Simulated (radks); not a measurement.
Task: Neutral rhodium: order these configurations by energy. Calculated with a radial shooting solver on a logarithmic mesh with Libxc functionals: Dirac Kohn-Sham, PBE, spin-unpolarised, spherical densities, finite nucleus; Fermi nuclear charge, rms radius of each element as measured or else 0.836 A^(1/3) + 0.57 fm. Sub-shells are occupied by j as written (lower j first in brackets). [Kr] 4d(3/2: 3, 5/2: 5) 5p(1/2: 1, 3/2: 0); [Kr] 4d(3/2: 3, 5/2: 5) 5s1; [Kr] 4d(3/2: 4, 5/2: 3) 5s1 5p(1/2: 1, 3/2: 0); [Kr] 4d(3/2: 4, 5/2: 3) 5s2; [Kr] 4d(3/2: 4, 5/2: 4) 5p(1/2: 1, 3/2: 0); [Kr] 4d(3/2: 4, 5/2: 4) 5s1; [Kr] 4d(3/2: 4, 5/2: 5).

Result: From the lowest, in eV above it: [Kr] 4d(3/2: 4, 5/2: 5) 0.000; [Kr] 4d(3/2: 4, 5/2: 4) 5s1 0.742; [Kr] 4d(3/2: 3, 5/2: 5) 5s1 1.134; [Kr] 4d(3/2: 4, 5/2: 3) 5s2 3.026; [Kr] 4d(3/2: 4, 5/2: 4) 5p(1/2: 1, 3/2: 0) 4.251; [Kr] 4d(3/2: 3, 5/2: 5) 5p(1/2: 1, 3/2: 0) 4.648; [Kr] 4d(3/2: 4, 5/2: 3) 5s1 5p(1/2: 1, 3/2: 0) 7.037.
